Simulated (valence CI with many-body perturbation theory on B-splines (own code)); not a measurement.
**E1 line list for Ba24+**

Calculated by configuration interaction combined with many-body perturbation theory (CI+MBPT): four valence electrons over a frozen Dirac-Fock core [Ar] 3d10, radial functions for each j: 11 s, 11 p, 9 d, 7 f, 5 g, 2 h, 1 i, with the one-electron correlation potential Σ1 (screened to all orders), the two-electron term Σ2, the three-electron term Σ3, Breit, model QED; selected single and double excitations, second order for the rest (own B-spline code, finite nucleus).

No measured levels were compared; by estimate levels hold to about 250 cm⁻¹ or 0.2 % of their energy and the worst to 1 %, as in measured heavy ions of charge 2 to 7; those with d or f electrons hold less well.

Lines 1 to 50 of 223 in falling wavelength, among levels below 1707300 cm⁻¹, chosen from the strongest by gf and those to the six lowest levels. Wavelengths and rates use the calculated energies, so an error of 2000 cm⁻¹ moves a line at 404.8 Å by 0.81 % and its rate by three times that or more. Electric multipoles are in the length gauge, E1 and E2 with the static RPA response of the core. Weak lines are less certain than strong ones. Lines between different terms over intervals too small for the method are left out, as are lines whose strength nearly cancels. Where a level lies close to another of its J and parity, the split of strength between their lines is uncertain. The highest levels of a list are the least certain.

Levels are named by their leading jj configuration (3d3/2^4 stands for four electrons in 3d with j = 3/2), which in mixed levels can hold well under half, so a name can repeat and another be missing. Letters in brackets count levels of one name in rising energy.

```csv
λ vac (Å),Upper,Lower,A (s⁻¹),S (a.u.)
404.8,(4s 4p1/2^2 4p3/2) J=2,(4s^2 4p3/2^2) J=2,2.42e+07,3.96e-03
365.1,(4s 4p1/2^2 4p3/2) J=1,(4s^2 4p3/2^2) J=0,3.07e+07,2.22e-03
308.8,(4s 4p1/2^2 4p3/2) J=1,(4s^2 4p3/2^2) J=2,2.28e+08,9.94e-03
287.1,(4s 4p1/2 4p3/2 4d3/2) J=4,(4s^2 4p3/2 4d3/2) J=3,1.14e+09,1.20e-01
266.1,(4s 4p1/2 4p3/2 4d5/2) J=4 [b],(4s^2 4p3/2 4d5/2) J=3,1.73e+09,1.45e-01
258.7,(4s 4p1/2 4p3/2^2) J=2 [a],(4s^2 4p3/2^2) J=2,3.69e+08,1.58e-02
255.9,(4p1/2 4p3/2^3) J=2,(4s 4p3/2^3) J=1,3.35e+09,1.38e-01
250.0,(4p1/2^2 4p3/2^2) J=2,(4s 4p1/2 4p3/2^2) J=1 [b],2.93e+09,1.13e-01
247.0,(4s 4p1/2^2 4d5/2) J=3,(4s^2 4p1/2 4d5/2) J=3,1.57e+09,8.15e-02
245.8,(4s 4p1/2^2 4p3/2) J=2,(4s^2 4p1/2 4p3/2) J=2,1.79e+09,6.55e-02
244.8,(4s 4p1/2 4p3/2 4d5/2) J=5,(4s^2 4p3/2 4d5/2) J=4,2.89e+09,2.30e-01
235.3,(4s 4p1/2 4p3/2^2) J=3,(4s^2 4p3/2^2) J=2,3.98e+09,1.79e-01
233.6,(4s 4p1/2^2 4p3/2) J=2,(4s^2 4p1/2 4p3/2) J=1,2.82e+09,8.87e-02
228.8,(4s 4p1/2 4p3/2^2) J=1 [a],(4s^2 4p3/2^2) J=0,1.53e+09,2.72e-02
225.0,(4p1/2^2 4p3/2^2) J=2,(4s 4p1/2 4p3/2^2) J=2 [b],5.41e+09,1.52e-01
219.7,(4s 4p3/2^2 4d5/2) J=4,(4s^2 4p3/2 4d5/2) J=3,1.64e+09,7.74e-02
217.6,(4p1/2^2 4p3/2^2) J=0,(4s 4p1/2 4p3/2^2) J=1 [b],2.02e+10,1.03e-01
217.3,(4p1/2 4p3/2^3) J=1,(4s 4p3/2^3) J=2,5.44e+09,8.26e-02
211.0,(4p1/2 4p3/2^3) J=2,(4s 4p3/2^3) J=2,8.82e+09,2.05e-01
207.0,(4s 4p1/2 4p3/2^2) J=1 [b],(4s^2 4p3/2^2) J=0,3.24e+09,4.26e-02
206.8,(4s 4p1/2^2 4p3/2) J=1,(4s^2 4p1/2 4p3/2) J=2,5.86e+09,7.67e-02
205.3,(4s 4p1/2 4p3/2^2) J=1 [a],(4s^2 4p3/2^2) J=2,1.09e+09,1.40e-02
204.7,(4s 4p1/2 4p3/2^2) J=2 [b],(4s^2 4p3/2^2) J=2,3.32e+09,7.02e-02
199.3,(4s 4p1/2 4p3/2 4d5/2) J=4 [c],(4s^2 4p3/2 4d5/2) J=4,2.42e+09,8.52e-02
198.0,(4s 4p1/2^2 4p3/2) J=1,(4s^2 4p1/2 4p3/2) J=1,7.83e+08,9.01e-03
197.8,(4p1/2^2 4p3/2^2) J=0,(4s 4p1/2 4p3/2^2) J=1 [a],1.72e+10,6.57e-02
197.0,(4s 4p1/2 4p3/2 4d5/2) J=3 [c],(4s^2 4p3/2 4d5/2) J=4,4.50e+09,1.19e-01
196.8,(4p1/2^2 4p3/2^2) J=2,(4s 4p1/2 4p3/2^2) J=3,2.00e+10,3.77e-01
188.3,(4s 4p3/2^2 4d3/2) J=3,(4s^2 4p3/2 4d5/2) J=2,4.61e+09,1.06e-01
187.6,(4s 4p1/2 4p3/2^2) J=1 [b],(4s^2 4p3/2^2) J=2,3.70e+09,3.62e-02
187.0,(4s 4p1/2 4p3/2 4d5/2) J=3 [e],(4s^2 4p3/2 4d3/2) J=2,2.95e+09,6.66e-02
183.0,(4s 4p1/2 4p3/2^2) J=2 [a],(4s^2 4p1/2 4p3/2) J=2,3.68e+08,5.57e-03
183.0,(4p1/2^2 4p3/2^2) J=2,(4s 4p1/2 4p3/2^2) J=2 [a],8.61e+09,1.30e-01
182.3,(4p1/2 4p3/2^3) J=1,(4s 4p1/2 4p3/2^2) J=1 [b],1.22e+10,1.09e-01
178.9,(4s 4p1/2 4p3/2 4d3/2) J=2 [d],(4s^2 4p1/2 4d5/2) J=2,4.92e+09,6.96e-02
178.7,(4s 4p3/2^2 4d3/2) J=2,(4s^2 4p3/2 4d3/2) J=1,5.02e+09,7.07e-02
177.1,(4s 4p3/2^2 4d5/2) J=4,(4s^2 4p3/2 4d5/2) J=4,5.87e+09,1.45e-01
176.3,(4p3/2^4) J=0,(4s 4p3/2^3) J=1,2.92e+10,7.90e-02
176.1,(4s 4p1/2 4p3/2^2) J=2 [a],(4s^2 4p1/2 4p3/2) J=1,9.83e+09,1.33e-01
173.5,(4s^2 4p1/2 4d3/2) J=2,(4s^2 4p3/2^2) J=2,7.54e+04,9.72e-07
173.2,(4s 4p3/2^2 4d5/2) J=5,(4s^2 4p3/2 4d5/2) J=4,1.52e+10,4.29e-01
171.0,(4s 4p1/2 4p3/2^2) J=3,(4s^2 4p1/2 4p3/2) J=2,6.17e+09,1.07e-01
165.3,(4s 4p1/2 4p3/2 4d5/2) J=2 [a],(4s^2 4p1/2 4d3/2) J=2,1.64e+10,1.82e-01
164.8,(4p1/2 4p3/2^3) J=2,(4s 4p1/2 4p3/2^2) J=2 [b],1.91e+10,2.11e-01
164.2,(4s^2 4p1/2 4d3/2) J=1,(4s^2 4p3/2^2) J=0,1.08e+09,7.07e-03
164.1,(4p1/2^2 4p3/2^2) J=2,(4s 4p1/2^2 4p3/2) J=1,7.49e+09,8.17e-02
163.4,(4s 4p1/2 4p3/2 4d5/2) J=4 [b],(4s^2 4p1/2 4d5/2) J=3,5.12e+09,9.93e-02
163.4,(4s 4p1/2 4p3/2 4d5/2) J=3 [c],(4s^2 4p1/2 4d5/2) J=2,1.32e+10,1.99e-01
161.9,(4s 4p1/2 4p3/2 4d5/2) J=3 [d],(4s^2 4p1/2 4d5/2) J=2,2.78e+10,4.08e-01
160.9,(4s 4p3/2^3) J=2,(4s^2 4p3/2^2) J=2,2.99e+10,3.07e-01
```
